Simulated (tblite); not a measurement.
A geometry optimisation, step by step.

C6H6N2Si.
Atom-mapped SMILES: `[CH:1]#[C:2][c:3]1[cH:4][n:5][n:6][cH:7][c:8]1[SiH3:9]` (hydrogens: H10 on C1; H11 on C4; H12 on C7; H13, H14, H15 on Si9)

Computed with GFN2-xTB (tblite), gas phase: L-BFGS steps from a force-field or distance-geometry start until the largest atomic force falls under 0.01 eV/Å. 13 of its 46 geometries are shown.

Step 0: E = -635.5182 eV, largest atomic force 2.281 eV/Å
```
atom  x, y, z in Å  |  force x, y, z in eV/Å
C1      0.413    2.937   -0.069    0.174   0.470   0.025
C2     -0.070    1.839   -0.117   -0.026  -0.877   0.087
C3     -0.624    0.515   -0.152   -0.056   1.065  -0.174
C4     -1.991    0.404   -0.432   -0.879  -2.089   0.073
N5     -2.627   -0.793   -0.484    2.142  -0.230   0.322
N6     -1.922   -1.926   -0.294    0.678   2.176   0.083
C7     -0.591   -1.842   -0.032   -1.995  -0.220  -0.347
C8      0.119   -0.642    0.058   -0.539  -0.476  -0.102
Si9     1.935   -0.696    0.424    1.353   0.165   0.274
H10     0.818    3.918   -0.029   -0.200  -0.442  -0.038
H11    -2.626    1.259   -0.596    0.020   0.043  -0.020
H12    -0.124   -2.817    0.117   -0.088   0.410  -0.067
H13     2.363   -2.103    0.592   -0.177   0.248  -0.074
H14     2.226    0.033    1.681   -0.148  -0.112  -0.278
H15     2.697   -0.077   -0.689   -0.260  -0.131   0.236
```

Step 4: E = -635.7206 eV, largest atomic force 0.192 eV/Å
```
atom  x, y, z in Å  |  force x, y, z in eV/Å
C1      0.411    2.933   -0.069   -0.083  -0.153  -0.003
C2     -0.061    1.827   -0.113    0.138  -0.087   0.052
C3     -0.627    0.527   -0.157    0.097  -0.054   0.001
C4     -2.000    0.377   -0.427    0.075  -0.013   0.047
N5     -2.591   -0.795   -0.481   -0.008   0.009  -0.030
N6     -1.913   -1.893   -0.292   -0.025   0.047   0.004
C7     -0.621   -1.839   -0.036   -0.036   0.144   0.013
C8      0.110   -0.647    0.055    0.110   0.064  -0.005
Si9     1.966   -0.692    0.430    0.030   0.033   0.014
H10     0.812    3.906   -0.030   -0.052  -0.117  -0.015
H11    -2.623    1.248   -0.596   -0.009  -0.126  -0.001
H12    -0.134   -2.799    0.113   -0.108   0.153  -0.041
H13     2.357   -2.095    0.589   -0.055   0.034  -0.033
H14     2.221    0.032    1.674   -0.039   0.049   0.008
H15     2.690   -0.080   -0.684   -0.035   0.018  -0.011
```

Step 8: E = -635.7311 eV, largest atomic force 0.074 eV/Å
```
atom  x, y, z in Å  |  force x, y, z in eV/Å
C1      0.404    2.922   -0.069    0.021   0.032   0.006
C2     -0.044    1.809   -0.106    0.007  -0.073   0.010
C3     -0.619    0.520   -0.156   -0.036   0.015  -0.004
C4     -1.993    0.375   -0.424   -0.001   0.042  -0.007
N5     -2.593   -0.791   -0.484    0.035   0.009   0.005
N6     -1.914   -1.885   -0.292   -0.029  -0.020  -0.001
C7     -0.625   -1.826   -0.035    0.004  -0.055  -0.007
C8      0.120   -0.646    0.054   -0.022  -0.031   0.005
Si9     1.971   -0.686    0.432    0.054   0.028   0.008
H10     0.805    3.891   -0.032    0.002  -0.002  -0.004
H11    -2.624    1.236   -0.596    0.026   0.024   0.005
H12    -0.145   -2.784    0.110   -0.001  -0.040   0.006
H13     2.349   -2.093    0.584   -0.020   0.015  -0.014
H14     2.215    0.041    1.677   -0.024   0.033  -0.009
H15     2.686   -0.075   -0.688   -0.016   0.022   0.001
```

Step 11: E = -635.7327 eV, largest atomic force 0.044 eV/Å
```
atom  x, y, z in Å  |  force x, y, z in eV/Å
C1      0.404    2.918   -0.068    0.008  -0.024   0.003
C2     -0.034    1.800   -0.102   -0.010   0.028   0.006
C3     -0.618    0.516   -0.154    0.034   0.001  -0.013
C4     -1.992    0.378   -0.426    0.023  -0.016   0.029
N5     -2.592   -0.788   -0.484    0.020  -0.004  -0.005
N6     -1.916   -1.884   -0.292    0.001  -0.026   0.002
C7     -0.625   -1.832   -0.036   -0.010  -0.001   0.005
C8      0.120   -0.653    0.055   -0.001  -0.004   0.007
Si9     1.975   -0.680    0.433   -0.042   0.002  -0.010
H10     0.805    3.888   -0.034    0.003  -0.013  -0.001
H11    -2.621    1.241   -0.595    0.035   0.012  -0.001
H12    -0.147   -2.791    0.111   -0.029  -0.016  -0.008
H13     2.343   -2.091    0.580    0.004   0.044  -0.003
H14     2.209    0.053    1.679   -0.015   0.007  -0.041
H15     2.684   -0.067   -0.692   -0.021   0.010   0.031
```

Step 15: E = -635.7343 eV, largest atomic force 0.046 eV/Å
```
atom  x, y, z in Å  |  force x, y, z in eV/Å
C1      0.408    2.913   -0.066    0.019   0.009   0.000
C2     -0.026    1.793   -0.097   -0.006  -0.007  -0.010
C3     -0.612    0.511   -0.153   -0.017  -0.013   0.025
C4     -1.985    0.379   -0.422   -0.003  -0.015  -0.018
N5     -2.588   -0.786   -0.485   -0.035  -0.003   0.003
N6     -1.919   -1.887   -0.292   -0.006   0.026  -0.012
C7     -0.628   -1.840   -0.035   -0.008   0.004   0.004
C8      0.119   -0.661    0.056   -0.003  -0.006  -0.011
Si9     1.970   -0.673    0.432    0.002  -0.008  -0.003
H10     0.805    3.883   -0.035    0.016   0.013   0.006
H11    -2.608    1.247   -0.594    0.023  -0.029   0.009
H12    -0.155   -2.802    0.110   -0.009   0.006  -0.001
H13     2.340   -2.079    0.576    0.039  -0.020   0.014
H14     2.199    0.068    1.671   -0.007   0.017   0.002
H15     2.677   -0.056   -0.689   -0.005   0.024  -0.010
```

Step 19: E = -635.7351 eV, largest atomic force 0.049 eV/Å
```
atom  x, y, z in Å  |  force x, y, z in eV/Å
C1      0.413    2.909   -0.065    0.000  -0.018   0.000
C2     -0.025    1.791   -0.097   -0.001   0.005   0.005
C3     -0.611    0.507   -0.149    0.013   0.008  -0.023
C4     -1.983    0.376   -0.423   -0.008   0.014   0.017
N5     -2.592   -0.786   -0.485    0.020   0.001  -0.011
N6     -1.922   -1.887   -0.294   -0.010  -0.027   0.012
C7     -0.632   -1.842   -0.035   -0.007   0.000  -0.012
C8      0.118   -0.665    0.056    0.003   0.001   0.014
Si9     1.970   -0.672    0.431    0.016  -0.006   0.003
H10     0.809    3.881   -0.035    0.005  -0.024   0.002
H11    -2.600    1.246   -0.592   -0.038   0.030  -0.010
H12    -0.162   -2.806    0.109   -0.006   0.003  -0.002
H13     2.348   -2.077    0.578    0.031   0.010   0.010
H14     2.192    0.077    1.667   -0.007  -0.002  -0.005
H15     2.672   -0.045   -0.689   -0.010   0.004  -0.001
```

Step 22: E = -635.7356 eV, largest atomic force 0.044 eV/Å
```
atom  x, y, z in Å  |  force x, y, z in eV/Å
C1      0.418    2.906   -0.064   -0.003  -0.008   0.000
C2     -0.023    1.789   -0.096    0.005  -0.013   0.006
C3     -0.610    0.505   -0.149   -0.007  -0.013  -0.009
C4     -1.983    0.376   -0.421   -0.005   0.012  -0.005
N5     -2.593   -0.786   -0.487   -0.005   0.011   0.007
N6     -1.927   -1.888   -0.294    0.022   0.037  -0.007
C7     -0.636   -1.844   -0.036    0.015  -0.002   0.013
C8      0.118   -0.669    0.057   -0.006  -0.002  -0.008
Si9     1.972   -0.672    0.430   -0.035   0.007  -0.005
H10     0.814    3.877   -0.034    0.013  -0.010   0.002
H11    -2.598    1.249   -0.592   -0.018  -0.010  -0.002
H12    -0.167   -2.808    0.108    0.006  -0.009   0.000
H13     2.359   -2.074    0.581    0.024   0.019   0.005
H14     2.186    0.085    1.664    0.000  -0.008   0.003
H15     2.666   -0.036   -0.689   -0.006  -0.009  -0.001
```

Step 26: E = -635.7362 eV, largest atomic force 0.023 eV/Å
```
atom  x, y, z in Å  |  force x, y, z in eV/Å
C1      0.423    2.899   -0.063    0.004   0.004   0.002
C2     -0.021    1.783   -0.094    0.009   0.000  -0.007
C3     -0.611    0.502   -0.150   -0.008   0.011   0.011
C4     -1.984    0.378   -0.421   -0.001  -0.010  -0.010
N5     -2.594   -0.783   -0.487   -0.004  -0.009   0.004
N6     -1.928   -1.885   -0.296   -0.012  -0.020  -0.001
C7     -0.638   -1.847   -0.035   -0.007   0.000  -0.008
C8      0.116   -0.673    0.057   -0.004   0.005  -0.007
Si9     1.969   -0.670    0.429    0.007   0.016   0.004
H10     0.822    3.869   -0.032    0.014  -0.004   0.004
H11    -2.601    1.250   -0.592    0.006  -0.002   0.005
H12    -0.173   -2.813    0.107    0.002   0.004   0.003
H13     2.379   -2.066    0.585   -0.003   0.022  -0.004
H14     2.179    0.091    1.660    0.000  -0.005   0.011
H15     2.657   -0.028   -0.690   -0.004  -0.012  -0.007
```

Step 30: E = -635.7365 eV, largest atomic force 0.023 eV/Å
```
atom  x, y, z in Å  |  force x, y, z in eV/Å
C1      0.427    2.896   -0.062    0.006  -0.004   0.002
C2     -0.018    1.781   -0.095   -0.014   0.007   0.001
C3     -0.612    0.501   -0.149    0.008  -0.011  -0.019
C4     -1.985    0.377   -0.423   -0.003  -0.002   0.017
N5     -2.596   -0.784   -0.487    0.000  -0.004  -0.008
N6     -1.931   -1.887   -0.296    0.006   0.005   0.006
C7     -0.640   -1.848   -0.037    0.002   0.001   0.000
C8      0.114   -0.674    0.055    0.000  -0.004   0.010
Si9     1.967   -0.665    0.430   -0.009   0.004  -0.001
H10     0.830    3.864   -0.029    0.013  -0.001   0.002
H11    -2.601    1.250   -0.591   -0.004  -0.004  -0.004
H12    -0.175   -2.814    0.107    0.002   0.006  -0.003
H13     2.388   -2.056    0.587   -0.008  -0.006  -0.002
H14     2.175    0.094    1.662   -0.002   0.008   0.011
H15     2.652   -0.026   -0.693    0.002   0.006  -0.012
```

Step 34: E = -635.7367 eV, largest atomic force 0.018 eV/Å
```
atom  x, y, z in Å  |  force x, y, z in eV/Å
C1      0.430    2.894   -0.061    0.007  -0.004   0.000
C2     -0.019    1.780   -0.095   -0.004  -0.001  -0.005
C3     -0.613    0.501   -0.152   -0.008   0.010   0.013
C4     -1.986    0.376   -0.422    0.000   0.000  -0.013
N5     -2.597   -0.785   -0.488    0.002  -0.001   0.010
N6     -1.931   -1.888   -0.296    0.003  -0.006  -0.006
C7     -0.640   -1.848   -0.037    0.004   0.002   0.006
C8      0.113   -0.674    0.056    0.004   0.009  -0.005
Si9     1.966   -0.662    0.430    0.011   0.000   0.001
H10     0.837    3.861   -0.028    0.005  -0.010   0.003
H11    -2.602    1.248   -0.591   -0.005   0.000   0.000
H12    -0.175   -2.814    0.107    0.003  -0.004   0.001
H13     2.391   -2.052    0.587   -0.011   0.001  -0.002
H14     2.173    0.096    1.665   -0.003   0.002  -0.011
H15     2.650   -0.025   -0.696   -0.006   0.003   0.008
```

Step 38: E = -635.7369 eV, largest atomic force 0.022 eV/Å
```
atom  x, y, z in Å  |  force x, y, z in eV/Å
C1      0.438    2.889   -0.059    0.002  -0.003   0.000
C2     -0.023    1.780   -0.097    0.016  -0.002   0.003
C3     -0.616    0.501   -0.152   -0.001  -0.005   0.000
C4     -1.989    0.374   -0.423   -0.008  -0.002   0.007
N5     -2.598   -0.787   -0.486    0.002  -0.010  -0.012
N6     -1.930   -1.889   -0.297    0.004  -0.001   0.017
C7     -0.639   -1.848   -0.036    0.004   0.002  -0.017
C8      0.113   -0.673    0.056   -0.008  -0.001   0.005
Si9     1.966   -0.656    0.430   -0.021  -0.006  -0.005
H10     0.851    3.853   -0.024    0.006   0.004   0.001
H11    -2.606    1.246   -0.592   -0.009   0.001  -0.003
H12    -0.173   -2.814    0.106    0.004   0.014   0.003
H13     2.390   -2.047    0.586   -0.003  -0.005   0.001
H14     2.168    0.101    1.665    0.005   0.005  -0.009
H15     2.644   -0.020   -0.699    0.005   0.009   0.008
```

Step 41: E = -635.7371 eV, largest atomic force 0.019 eV/Å
```
atom  x, y, z in Å  |  force x, y, z in eV/Å
C1      0.447    2.884   -0.058    0.002   0.007   0.001
C2     -0.024    1.780   -0.099    0.006  -0.005   0.014
C3     -0.619    0.501   -0.152   -0.004   0.004  -0.012
C4     -1.992    0.372   -0.424   -0.001   0.000   0.008
N5     -2.598   -0.791   -0.486   -0.009   0.006  -0.002
N6     -1.929   -1.891   -0.296   -0.012   0.005  -0.007
C7     -0.638   -1.848   -0.037   -0.010  -0.006   0.009
C8      0.111   -0.671    0.056   -0.010  -0.002  -0.008
Si9     1.963   -0.653    0.430   -0.002   0.001  -0.003
H10     0.864    3.846   -0.021    0.006   0.003  -0.002
H11    -2.611    1.244   -0.592    0.002  -0.019  -0.002
H12    -0.171   -2.813    0.106    0.017  -0.001   0.002
H13     2.388   -2.043    0.586   -0.001  -0.004   0.001
H14     2.165    0.106    1.663    0.007   0.004  -0.003
H15     2.640   -0.015   -0.699    0.008   0.006   0.005
```

Step 45: E = -635.7373 eV, largest atomic force 0.009 eV/Å
```
atom  x, y, z in Å  |  force x, y, z in eV/Å
C1      0.453    2.881   -0.057   -0.003  -0.002   0.001
C2     -0.023    1.779   -0.098   -0.004   0.004   0.002
C3     -0.622    0.502   -0.153    0.004  -0.003   0.004
C4     -1.995    0.371   -0.423    0.002   0.000  -0.005
N5     -2.600   -0.793   -0.487    0.002  -0.001   0.003
N6     -1.929   -1.893   -0.296   -0.001  -0.005  -0.001
C7     -0.638   -1.848   -0.037   -0.003   0.000   0.000
C8      0.109   -0.670    0.055    0.004  -0.003  -0.002
Si9     1.961   -0.650    0.429    0.002   0.001  -0.001
H10     0.875    3.841   -0.018    0.002  -0.002  -0.002
H11    -2.615    1.240   -0.594   -0.007   0.005  -0.001
H12    -0.167   -2.811    0.107   -0.007   0.002   0.000
H13     2.386   -2.041    0.586   -0.001   0.004   0.000
H14     2.164    0.111    1.661    0.003   0.000  -0.002
H15     2.638   -0.010   -0.698    0.006   0.001   0.002
```

Q: Summarise the path.

A: The energy falls by 0.2190 eV from step 0 to step 45; nine tenths of that is first reached at step 3. It rises by more than 0.2 meV at step 2. The largest force goes from 2.281 to 0.009 eV/Å. Among the bonds N5–N6 changes most, from 1.348 to 1.302 Å; the atoms move by 0.060 Å rms after alignment.

What follows is the cost of the whole relaxation. On Arm Neoverse V1, one thread, no GPU, shared host, this took 0.3 s.
